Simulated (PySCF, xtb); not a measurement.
(2S)-2-methylthietane (C₄H₈S), SMILES C[C@H]1CCS1.

GFN2-xTB (xtb) at its own geometry gives an orbital gap of 3.40 eV and a dipole moment of 2.70 D.

The structure is a stationary point at B3LYP-D3(BJ)/def2-SVP.

Problem. What does PBE/def2-TZVP in PySCF give? (An estimate is asked for; the answer gives what the named calculation found.)

Solution. gap 4.07 eV (levels -5.04 and -0.97 eV), dipole 1.89 D.
